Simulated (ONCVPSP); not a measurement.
# What the settings do to the ONCV potential of beryllium

Base potential:

```
Element                 : Be
Generator               : ONCVPSP 4.0.1
Type                    : optimised norm-conserving Vanderbilt (ONCV)
Functional              : PBE
Relativity              : non-relativistic
Frozen core             : none
Valence charge          : 4
Reference configuration : 1s2 2s2
Partial waves           : 1s+2s: rc 0.95 bohr, ncon 4, nbas 7, qcut 13.8 1/bohr, 2 projectors; p scattering state at 0.06 Ha: rc 0.90 bohr, ncon 5, nbas 9, qcut 9.4 1/bohr, local
Local potential         : the p channel
Core correction         : none
```

Cutoffs, loose and tight: the cutoffs (Ha) at which the residual kinetic energy of the hardest occupied pseudo-wave falls to 1 and 0.1 mHa per electron. They do not see the model core or the augmentation charge, which bear on the density cutoff. Test errors are all-electron minus pseudo excitation energies from the reference, over the configurations 1s2 2s1; 1s2 2s0; 1s2 2s1.5; 1s2 2s0 2p1. A dash means not determined; rows that change the core or the reference have their own tests.

| change | outcome | cutoff, loose | cutoff, tight | bound ghosts | GHOST(+) flags above zero | largest test error (meV) |
| --- | --- | --- | --- | --- | --- | --- |
| base | generated | 68 Ha | 78 Ha | none | none | +5.1 |
| all radii scaled by about 0.78 (s 0.74, p 0.70 bohr) | generated | 84 Ha | 129 Ha | none | none | +3.8 |
| all radii scaled by about 0.82 (s 0.78, p 0.74 bohr) | generated | 80 Ha | 95 Ha | none | none | +4.0 |
| all radii scaled by about 0.89 (s 0.84, p 0.80 bohr) | generated | 75 Ha | 86 Ha | none | none | +4.4 |
| all radii scaled by about 0.95 (s 0.90, p 0.86 bohr) | generated | 71 Ha | 82 Ha | none | none | +4.8 |
| all radii scaled by about 1.07 (s 1.02, p 0.96 bohr) | generated | 64 Ha | 75 Ha | none | none | +5.4 |
| all radii scaled by about 1.18 (s 1.12, p 1.06 bohr) | generated | 57 Ha | 68 Ha | none | none | +6.5 |
| all radii scaled by about 1.33 (s 1.26, p 1.20 bohr) | generated | 50 Ha | 60 Ha | none | none | +6.3 |

**Question.** What comes out with this change to the base: all radii scaled by about 1.26 (s 1.20, p 1.14 bohr)?

**Answer.** outcome: generated; cutoff, loose: 53 Ha; cutoff, tight: 63 Ha; bound ghosts: none; GHOST(+) flags above zero: none; largest test error (meV): +6.6.

**Question.** What comes out with this change to the base: all radii scaled by about 1.16 (s 1.10, p 1.04 bohr)?

**Answer.** outcome: generated; cutoff, loose: 59 Ha; cutoff, tight: 70 Ha; bound ghosts: none; GHOST(+) flags above zero: none; largest test error (meV): +6.2.

Reading the sweep of the scale of all radii (base = 1) (base included, trends over the rows without a ghost): The loose cutoff falls from 84 Ha at 0.78 to 50 Ha at 1.33. A larger radius leaves more room for a smooth pseudo-wave, so fewer plane waves are needed; a smaller one forces it to follow the all-electron wave where it bends sharply. The median size of the test errors (rows with all tests solved) is not monotonic: lowest 0.1 meV at 1.33, highest 2.4 meV at 1.
